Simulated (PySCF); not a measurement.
ClH₂Si, SMILES [SiH2]Cl, multiplicity 2. Atoms are numbered in the order given.

```xyz
4

Si    -1.0329     0.1014     0.0000
Cl     1.0317    -0.0164     0.0000
H     -1.5389    -0.5700    -1.2234
H     -1.5389    -0.5700     1.2234
```
Charge 0, spin multiplicity 2.

Geometry: B3LYP-D3(BJ)/def2-TZVP. The isomer is the one that the SMILES or the coordinates give; other isomers of the formula were not compared.

Computed with SMD-PBE0/def2-SVP in PySCF.

Solvation free energies are E(SMD) − E(gas) at the gas-phase geometry, for 1 M in both phases. In vacuum the dipole moment is 1.31 D.

```
solvent        ΔG(solv) (kcal/mol)  its non-electrostatic (CDS) part  dipole (D)
-------------  -------------------  --------------------------------  ----------
water                          0.6                               1.4        1.68
chlorobenzene                 -1.9                              -1.2        1.60
chloroform                    -2.1                              -1.5        1.58
```
